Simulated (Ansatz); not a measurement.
A series at Hf: from `[OH][Hf]([OH])([OH])[F]`, ligands are replaced one by one, each step taking up HCl and setting free H₂O; n counts the steps. Ansatz, PBE0-D4/def2-TZVP geometries. Each molecule was computed in one conformer, which needn't be the lowest.

```json
{"n": "0", "molecule": "`[OH][Hf]([OH])([OH])[F]`", "HOMO energy, ωB97M-V/def2-TZVPP (eV)": "-11.44"}
{"n": "1", "molecule": "`[OH][Hf]([OH])([F])[Cl]`", "HOMO energy, ωB97M-V/def2-TZVPP (eV)": "?"}
{"n": "2", "molecule": "`[OH][Hf]([F])([Cl])[Cl]`", "HOMO energy, ωB97M-V/def2-TZVPP (eV)": "-11.60"}
{"n": "3", "molecule": "`[F][Hf]([Cl])([Cl])[Cl]`", "HOMO energy, ωB97M-V/def2-TZVPP (eV)": "-11.90"}
```

**Question.** By hand: fit a straight line y = ȳ + b (n − n̄) to the 3 given rows and predict n = 1.

**Answer.** n̄ = 1.667, ȳ = -11.647; Σ(n − n̄)(y − ȳ) = -0.667, Σ(n − n̄)² = 4.667, so b = -0.143 eV a step. Prediction: -11.647 + (-0.143) × (-0.667) = -11.55 eV.

**Question.** By hand: compare with the computed value, -11.29 eV, and give the steps along the whole series.

**Answer.** The line misses by 0.26 eV (computed minus predicted). Steps: 0.15, -0.31, -0.30 eV.

The steps change sign along the series, so a line is a poor guide. The highest orbital can change its character along such a series. The miss is 42.6 % of the series' range.
